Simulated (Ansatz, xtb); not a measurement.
C4H7ClN2Si: which of two isomers lies lower

We compare a, `N[SiH2]n1ccc(Cl)c1`, a singlet, with b, `CC/C(C#N)=N\[SiH2]Cl`, a singlet. Both are isolated molecules in the gas phase, relaxed with B3LYP/def2-SVP; each stands in its lowest conformer found.

a (Å):

```xyz
15

C     0.4642    0.4347   -0.4892
C     0.5038    1.0775    0.7291
C    -0.8467    1.4104    1.0446
C    -1.6523    0.9645    0.0187
Cl   -1.3844    2.2490    2.4652
N    -1.8849   -2.1556   -2.2008
N    -0.8458    0.3616   -0.9344
Si   -1.4148   -0.5122   -2.3925
H    -1.1942   -2.8828   -2.0401
H    -2.7735   -2.3969   -1.7722
H    -0.2504   -0.4623   -3.3101
H    -2.6055    0.2483   -2.8444
H     1.2795    0.0283   -1.0856
H     1.3842    1.3010    1.3270
H    -2.7301    1.0451   -0.1027
```

b (Å):

```xyz
15

C    -0.2207   -1.3667   -0.4960
C     0.8625   -0.2827   -0.3745
C     0.6549    0.6082    0.8377
C     0.8660   -0.0728    2.1224
Cl   -2.1413    3.2611   -0.2905
N     1.0447   -0.6303    3.1238
N     0.3064    1.8282    0.8771
Si   -0.0829    3.0133   -0.3435
H    -0.2428   -2.0172    0.3922
H    -0.0255   -2.0016   -1.3733
H    -1.2185   -0.9168   -0.6153
H     0.8793    0.3484   -1.2751
H     1.8543   -0.7594   -0.2859
H     0.5780    4.2769    0.0541
H     0.2851    2.6528   -1.7427
```

Question: Which of the two would you expect CCSD(T)/def2-SVP + ΔMP2/def2-TZVPP electronic energies to favour?

Answer: Not settled: CCSD(T)/def2-SVP + ΔMP2/def2-TZVPP gives E(b) − E(a) = +5.7 kcal/mol, but this leans on the basis-set step: CCSD(T) alone gives −0.3 kcal/mol.

The same difference at several levels:

```tsv
level	geometry	E(b) − E(a) (kcal/mol)	departure from the last row (kcal/mol)	job, with rough time for the two
GFN2-xTB	GFN2-xTB	+21.1	+15.4	optimisation, 0.44 s
HF/STO-3G	GFN2-xTB	−1.3	−6.9	single point, 0.48 s
r2SCAN-D4/def2-SVP	GFN2-xTB	+12.6	+6.9	single point, 4.7 s
B3LYP/def2-SVP	B3LYP/def2-SVP	+6.1	+0.4	optimisation, 64 s
HF/def2-SVP	B3LYP/def2-SVP	−3.8	−9.4	part of the CCSD(T) run
MP2/def2-SVP	B3LYP/def2-SVP	+3.7	−2.0	part of the CCSD(T) run
CCSD(T)/def2-SVP	B3LYP/def2-SVP	−0.3	−6.0	single point
CCSD(T)/def2-SVP + ΔMP2/def2-TZVPP	B3LYP/def2-SVP	+5.7		single point, 1.9 min
```

As drawn, b has 3 C–C, 1 C≡N, 1 C=N, 1 Cl–Si, 2 C–H in place of 1 N–Si, 2 C∷N, 3 C∷C, 1 C–Cl, 2 N–H (∷ is an aromatic bond). Structure a has a 5-membered ring (with an aromatic ring), b no ring.

HF/STO-3G, HF/def2-SVP put the two in the other order. CCSD(T)/def2-SVP finds them nearly level. The largest departure from CCSD(T)/def2-SVP + ΔMP2/def2-TZVPP is that of GFN2-xTB, 15.4 kcal/mol. A small imaginary or near-zero mode remains, so no thermal terms are given. The last row adds to CCSD(T) the change of the MP2 difference between the two basis sets, here +6.0 kcal/mol, a large step that makes the value less sure.

The correlated steps freeze 16 core orbitals. Codes used: Ansatz 0.2.0, xtb 6.7.1; the last row on 4 threads of Arm Neoverse V1 on a shared host.
